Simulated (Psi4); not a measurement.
Intermolecular potential of C3H8 ··· H2Se (SMILES CCC and [SeH2]). Monomers: optimised at B3LYP-D3(BJ) (def2-TZVP), held rigid. Orientation: lowest of the rigid-body minima from ten starts at GFN2-xTB. Only R, the distance of the centres of mass, is varied, so the lowest point isn't the relaxed dimer.

Levels of theory: PBE/def2-TZVP, counterpoise-corrected (Psi4); PBE-D3(BJ)/def2-TZVP, counterpoise-corrected (Psi4); SAPT0/jun-cc-pVDZ, frozen core (Psi4).

Interaction energies in kJ/mol; the last columns give the difference from SAPT0:

```csv
R / Å,PBE/def2-TZVP,PBE-D3(BJ)/def2-TZVP,SAPT0/jun-cc-pVDZ,PBE/def2-TZVP − SAPT0/jun-cc-pVDZ,PBE-D3(BJ)/def2-TZVP − SAPT0/jun-cc-pVDZ
3.24,17.96,8.13,18.13,-0.17,-10.00
3.41,8.69,-0.21,7.71,0.98,-7.92
3.64,2.35,-5.27,0.64,1.70,-5.92
3.82,0.07,-6.58,-1.72,1.79,-4.86
3.99,-0.96,-6.74,-2.62,1.66,-4.12
4.19,-1.43,-6.25,-2.81,1.38,-3.44
4.53,-1.37,-4.83,-2.32,0.95,-2.51
4.83,-1.03,-3.56,-1.74,0.71,-1.82
5.33,-0.50,-1.97,-1.00,0.51,-0.97
6.04,-0.11,-0.81,-0.45,0.35,-0.35
7.01,0.02,-0.26,-0.17,0.19,-0.09
8.29,0.02,-0.08,-0.05,0.07,-0.02
```

PBE/def2-TZVP is furthest from SAPT0/jun-cc-pVDZ at 3.82 (1.79 kJ/mol, above); its mean absolute difference over the points is 0.87 kJ/mol.

PBE-D3(BJ)/def2-TZVP is furthest from SAPT0/jun-cc-pVDZ at 3.24 (-10.00 kJ/mol, below); its mean absolute difference over the points is 3.50 kJ/mol.
